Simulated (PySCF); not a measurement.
Si(Me)(SH) (CH4SSi), SMILES C[Si]S (connectivity only; charge and spin as stated), neutral, multiplicity 1. Atoms are numbered in the order given.

```xyz
7

Si     0.6723    -0.5643     0.3817
C      1.3929     1.1477    -0.0086
H      1.1239     1.8115     0.8239
H      1.0105     1.6012    -0.9264
H      2.4842     1.1114    -0.0516
S     -1.2852    -0.1368    -0.3208
H     -1.8252    -1.3212    -0.0040
```

The structure is a stationary point at ωB97X-D3(BJ)/def2-TZVP. One conformer was computed; it need not be the lowest.

These are CAM-B3LYP/def2-TZVPD run with PySCF values and carry that method's errors.

Mulliken values depend strongly on the basis, most of all with diffuse functions as here. ESP charges are fitted to the potential on shells at 1.4 to 2.0 van der Waals radii. Atomic charges (e):

| atom | ESP fit | Mulliken | IAO |
|---|---|---|---|
| Si1 | -0.09 | 0.22 | 0.42 |
| C2 | 0.07 | -0.93 | -0.73 |
| H3 | 0.04 | 0.28 | 0.16 |
| H4 | 0.03 | 0.28 | 0.15 |
| H5 | 0.00 | 0.29 | 0.15 |
| S6 | -0.23 | -0.29 | -0.25 |
| H7 | 0.17 | 0.15 | 0.10 |
